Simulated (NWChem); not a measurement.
SiHOCl, singlet; SMILES O[Si]Cl

```xyz
4

Si     0.6696     0.6004     0.0000
Cl    -0.1676    -1.3390     0.0000
O     -0.7406     1.4883     0.0000
H     -0.6012     2.4497     0.0000
```
Atoms are numbered in this order, from 1.

Program: NWChem. Low-valent species are run as closed-shell singlets; no triplet was tried in these runs. All runs use the structure optimised with B3LYP/6-31G* (spherical d). Ions are spin-unrestricted doublets at the neutral geometry; other ion states weren't tried.

For level B3LYP/def2-TZVP:

| Item | Value |
|---|---|
| −ε(HOMO) (eV) | 7.24 |

### Question
Estimate the same quantities for level LRC-wPBEh/def2-TZVP.

### Answer
| Property | Value |
|---|---|
| −ε(HOMO) (eV) | 9.25 |
